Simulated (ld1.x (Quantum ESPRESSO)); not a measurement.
**Pseudopotential generation for palladium (Pd): TM, PBEsol, fully relativistic.**

ld1.x (Quantum ESPRESSO) 7.5 was run on this input:

```
&input
   title='Pd', zed=46., rel=2, dft='PBESOL', iswitch=3,
   config='[Kr] 4d9 5s0 5p0', rel_dist='average',
   nld=5, rlderiv=3.35, eminld=-3.0, emaxld=5.0, deld=0.02
 /
 &inputp
   pseudotype=2, tm=.true., lloc=-2, rcloc=3.05,
   nlcc=.true., rcore=1.50,
   file_pseudopw='Pd.UPF', file_wfcaegen='ae.wfc', file_wfcncgen='nc.wfc', file_beta='beta', file_chi='chi'
 /
3
5S  1  0   0.00   0.00  2.10  2.10  0.0
5P  2  1   0.00   0.00  3.10  3.10  0.0
4D  3  2   9.00   0.00  1.65  1.65  0.0
 &test
   configts(1)='4d9 5s0 5p0'
 /
```

Command:

```bash
ld1.x < Pd.in > Pd.out
```

Output (shortened: banner, matrices, multipoles, cross overlaps and the repeated all-electron block are left out):

```
Program LD1 v.7.5
     --------------------------- All-electron run ----------------------------

     Pd
     dirac relativistic calculation

     atomic number is 46.00
     dft =PBESOL   lsd =0 sic =0 latt =0  beta=0.20 tr2=1.0E-14
     Exchange-correlation= PBESOL
                           (   1   4  10   8   0   0   0)
     mesh =1235 r(mesh) =  99.12271 a.u. xmin = -7.00 dx = 0.01250
     1 Ry =  13.60569312 eV, c = 137.03599908

     n l j   nl                  e(Ry)          e(Ha)          e(eV)
     Spin orbit split results
     1 0 0.5 1S 1( 2.00)     -1775.0113      -887.5056    -24150.2586
     2 0 0.5 2S 1( 2.00)      -259.8178      -129.9089     -3535.0008
     2 1 0.5 2P 1( 2.00)      -241.0936      -120.5468     -3280.2460
     2 1 1.5 2P 1( 4.00)      -229.3881      -114.6941     -3120.9847
     3 0 0.5 3S 1( 2.00)       -47.5090       -23.7545      -646.3923
     3 1 0.5 3P 1( 2.00)       -40.1196       -20.0598      -545.8545
     3 1 1.5 3P 1( 4.00)       -38.0792       -19.0396      -518.0934
     4 0 0.5 4S 1( 2.00)        -7.0958        -3.5479       -96.5437
     4 1 0.5 4P 1( 2.00)        -4.8113        -2.4057       -65.4616
     4 1 1.5 4P 1( 4.00)        -4.4825        -2.2412       -60.9872
     3 2 1.5 3D 1( 4.00)       -24.9842       -12.4921      -339.9279
     3 2 2.5 3D 1( 6.00)       -24.5773       -12.2886      -334.3906
     4 2 1.5 4D 1( 3.60)        -1.0957        -0.5479       -14.9081
     4 2 2.5 4D 1( 5.40)        -1.0604        -0.5302       -14.4270
     5 0 0.5 5S 1( 0.00)        -0.8081        -0.4041       -10.9948
     5 1 0.5 5P 1( 0.00)        -0.4634        -0.2317        -6.3050
     5 1 1.5 5P 1( 0.00)        -0.4449        -0.2225        -6.0533
     Averaged results
     1 0     1S 1( 2.00)     -1775.0113      -887.5056    -24150.2586
     2 0     2S 1( 2.00)      -259.8178      -129.9089     -3535.0008
     2 1     2P 1( 6.00)      -233.2900      -116.6450     -3174.0718
     3 0     3S 1( 2.00)       -47.5090       -23.7545      -646.3923
     3 1     3P 1( 6.00)       -38.7593       -19.3796      -527.3471
     4 0     4S 1( 2.00)        -7.0958        -3.5479       -96.5437
     4 1     4P 1( 6.00)        -4.5921        -2.2960       -62.4787
     3 2     3D 1(10.00)       -24.7401       -12.3700      -336.6055
     4 2     4D 1( 9.00)        -1.0745        -0.5373       -14.6195
     5 0     5S 1( 0.00)        -0.8081        -0.4041       -10.9948
     5 1     5P 1( 0.00)        -0.4511        -0.2255        -6.1372

     final scf error:  8.1E-15 reached in  27 iterations

     Etot =  -10088.293905 Ry,   -5044.146953 Ha, -137258.231008 eV

     Ekin =   10536.659324 Ry,    5268.329662 Ha,  143358.553308 eV
     Encl =  -24423.494737 Ry,  -12211.747368 Ha, -332298.574383 eV
     Eh   =    4081.352361 Ry,    2040.676180 Ha,   55529.627749 eV
     Exc  =    -282.810853 Ry,    -141.405427 Ha,   -3847.837682 eV

     normalization and overlap integrals

     s(1S/1S) =  1.000000  <r> =   0.0319  <r2> =    0.0014  r(max) =   0.0207
     s(2S/2S) =  1.000000  <r> =   0.1380  <r2> =    0.0225  r(max) =   0.1175
     s(2P/2P) =  1.000000  <r> =   0.1172  <r2> =    0.0169  r(max) =   0.0904
     s(2P/2P) =  1.000000  <r> =   0.1221  <r2> =    0.0182  r(max) =   0.0950
     s(3S/3S) =  1.000000  <r> =   0.3793  <r2> =    0.1648  r(max) =   0.3401
     s(3P/3P) =  1.000000  <r> =   0.3714  <r2> =    0.1605  r(max) =   0.3275
     s(3P/3P) =  1.000000  <r> =   0.3822  <r2> =    0.1698  r(max) =   0.3401
     s(4S/4S) =  1.000000  <r> =   0.9453  <r2> =    1.0138  r(max) =   0.8469
     s(4P/4P) =  1.000000  <r> =   1.0191  <r2> =    1.1919  r(max) =   0.8903
     s(4P/4P) =  1.000000  <r> =   1.0508  <r2> =    1.2677  r(max) =   0.9129
     s(3D/3D) =  1.000000  <r> =   0.3557  <r2> =    0.1511  r(max) =   0.2819
     s(3D/3D) =  1.000000  <r> =   0.3592  <r2> =    0.1540  r(max) =   0.2819
     s(4D/4D) =  1.000000  <r> =   1.4477  <r2> =    2.5648  r(max) =   1.0875
     s(4D/4D) =  1.000000  <r> =   1.4696  <r2> =    2.6464  r(max) =   1.1012
     s(5S/5S) =  1.000000  <r> =   2.8769  <r2> =    9.4330  r(max) =   2.4202
     s(5P/5P) =  1.000000  <r> =   3.6996  <r2> =   15.7408  r(max) =   3.0309
     s(5P/5P) =  1.000000  <r> =   3.8153  <r2> =   16.7213  r(max) =   3.1467

     ------------------------ End of All-electron run ------------------------

     --------------------- Generating NC pseudopotential ---------------------

      Generating local potential from pseudized AE potential:
      Matching radius rcloc =   3.0500
      Enforcing V''(0)=0 (lloc=-2)

      Local pseudo, rcloc= 3.069 Estimated cut-off energy=     3.37 Ry

      Computing core charge for nlcc:

       r > 1.51 : true rho core
       r < 1.51 : rho core = a sin(br)/r    a=   4.27  b=   1.79

      Integrated core pseudo-charge :   4.61

     Fully relativistic calculation: |psi|^2

     Wfc 5S LC norm =  0.99995345 SC norm =  0.00004517 missing  0.00000138

     Wfc 5P LC norm =  0.99997288 SC norm =  0.00002695 missing  0.00000017

     Wfc 5P LC norm =  0.99997445 SC norm =  0.00002252 missing  0.00000302

     Wfc 4D LC norm =  0.99980997 SC norm =  0.00019001 missing  0.00000002

     Wfc 4D LC norm =  0.99981482 SC norm =  0.00018492 missing  0.00000026

      Wfc   5S  rcut= 2.109  Using Troullier-Martins method

      Wfc   5P  rcut= 3.069  Using Troullier-Martins method

      Wfc   5P  rcut= 3.069  Using Troullier-Martins method

      Wfc   4D  rcut= 1.643  Using Troullier-Martins method

      Wfc   4D  rcut= 1.643  Using Troullier-Martins method

     ------------------- End of pseudopotential generation -------------------

     Computing logarithmic derivative in   3.37073
     Computing logarithmic derivative in   3.37073
     Computing the partial wave expansion
     R is outside the sphere for l=    0 j= 0.50
     R is outside the sphere for l=    1 j= 0.50
     R is outside the sphere for l=    1 j= 1.50
     R is outside the sphere for l=    2 j= 1.50
     R is outside the sphere for l=    2 j= 2.50

     ---------------------- Testing the pseudopotential ----------------------

     Pd
     dirac relativistic calculation

     atomic number is 46.00   valence charge is 10.00
     dft =PBESOL   lsd =0 sic =0 latt =0  beta=0.20 tr2=1.0E-14
     mesh =1235 r(mesh) =  99.12271 xmin = -7.00 dx = 0.01250

     n l  j  nl             e AE (Ry)       e PS (Ry)    De AE-PS (Ry)
     3 2 1.5 4D   1( 3.60)       -1.09573       -1.09572       -0.00001
     3 2 2.5 4D   1( 5.40)       -1.06037       -1.06038        0.00001
     1 0 0.5 5S   1( 0.00)       -0.80811       -0.80811        0.00000
     2 1 0.5 5P   1( 0.00)       -0.46341       -0.46341       -0.00000
     2 1 1.5 5P   1( 0.00)       -0.44491       -0.44491        0.00000

     eps = 1.4E-15  iter =  9

     Etot =  -10088.293905 Ry,   -5044.146953 Ha, -137258.231008 eV
     Etotps =   -63.132056 Ry,     -31.566028 Ha,    -858.955387 eV

     Ekin =      54.841745 Ry,      27.420872 Ha,     746.159952 eV
     Encl =    -104.329974 Ry,     -52.164987 Ha,   -1419.481608 eV
     Ehrt =      50.337112 Ry,      25.168556 Ha,     684.871297 eV
     Ecxc =     -16.799081 Ry,      -8.399541 Ha,    -228.563145 eV
     (Ecc =      -4.809601 Ry,      -2.404800 Ha,     -65.437949 eV)
     Epseu=     -47.181858 Ry,     -23.590929 Ha,    -641.941883 eV

     ---------------------- End of pseudopotential test ----------------------
```

Generation and configuration tests took about 3.7 s on one core of a shared server CPU.
